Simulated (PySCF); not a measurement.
Br₃Fe, charge -1, multiplicity 5. Atoms are numbered in the order given.

```xyz
4

Fe     0.0000     0.0000     0.0000
Br     2.3935     0.0000     0.0000
Br    -1.1968     2.0728     0.0000
Br    -1.1968    -2.0728     0.0000
```
Charge -1, spin multiplicity 5.

Geometry optimised at PBE0-D3(BJ)/def2-SVPD. The multiplicity is an assumed one; other spin states were not compared.

Computed with CAM-B3LYP/def2-SVPD (PySCF).

Mulliken values depend strongly on the basis, most of all with diffuse functions as here. ESP charges are fitted to the potential on shells at 1.4 to 2.0 van der Waals radii. Atomic charges (e):

```tsv
atom	Mulliken	meta-Löwdin	ESP fit	Mulliken spin
Fe1	0.61	1.17	0.47	3.76
Br2	-0.54	-0.72	-0.49	0.08
Br3	-0.54	-0.72	-0.49	0.08
Br4	-0.54	-0.72	-0.49	0.08
```
